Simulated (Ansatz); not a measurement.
Harmonic frequencies (cm⁻¹) at PBE0-D4/def2-TZVP from Ansatz: 108, 140, 369, 380, 494, 592, 612, 640, 695, 735, 906, 925, 948, 2166, 2238, 2256, 2257, 3482.

Question: Which molecule is it?
A. `S[SiH]1C=C1`
B. `S=C1C[SiH2]1`
C. `SC1=C[SiH2]1`
D. `C#CS[SiH3]`

Answer: D.
